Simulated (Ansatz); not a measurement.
Two structures of SiH₂OF₂, singlet, reached by relaxing down either side of one saddle point (PBE0-D4/def2-TZVP). Energies are electronic, without zero-point energy. Program: Ansatz 0.2.0. Basis: def2-TZVPP and def2-QZVPP. Cores are frozen in the correlated methods. Extrapolation: Hartree–Fock as exp(−7.88 √X), correlation as X^−2.97. First:

```xyz
6
angstrom
Si -0.3305 0.1760 0.0975
H -1.5553 0.4899 -0.6379
O 0.6876 -0.5813 -0.9000
H 1.5502 -0.8683 -0.5967
F 0.3142 1.5022 0.6760
F -0.6663 -0.7184 1.3611
```

Second:

Si1  (0.340, -0.077, 0.566)
H2  (-0.874, 0.243, -1.213)
O3  (1.584, -0.811, 0.150)
H4  (-0.241, -0.129, -1.418)
F5  (0.168, 1.470, 0.761)
F6  (-0.977, -0.696, 1.154)
(Å)

(1) Which bonds change from the first to the second?

(2) Give the saddle point's structure and its height above each. (To be estimated.)

No T1 diagnostic of these runs exceeds 0.016.

Answers

(1) SiH₂OF₂ ([OH][SiH]([F])[F]) → SiOF₂ ([O][Si]([F])[F]) + H₂; bonds formed: H2–H4; bonds broken: Si1–H2, O3–H4.

(2) Computed: 70.20 kcal/mol above the first and 11.94 kcal/mol above the second (CCSD(T) at an estimated basis limit (MP2 extrapolated from triple and quadruple zeta, plus CCSD(T) − MP2 in triple zeta)).
Si1  (0.115, 0.014, 0.414)
H2  (-0.679, 0.159, -1.107)
O3  (1.276, -0.723, -0.268)
H4  (0.138, -0.287, -1.184)
F5  (0.152, 1.510, 0.875)
F6  (-1.003, -0.672, 1.270)
(Å)

Labels in which every atom is bracketed show which atoms are joined, not bond orders.

For scale, one of the runs: CCSD(T)/def2-TZVPP, 163 basis functions, launched by `ansatz run in.yaml --threads 2 --pin off --events-out ev --progress --plain --max-ram 4352MiB`. Hardware: 2 CPU threads of an Arm Neoverse V1, shared host. Wall time 45 s; peak host memory 1.3 GiB.
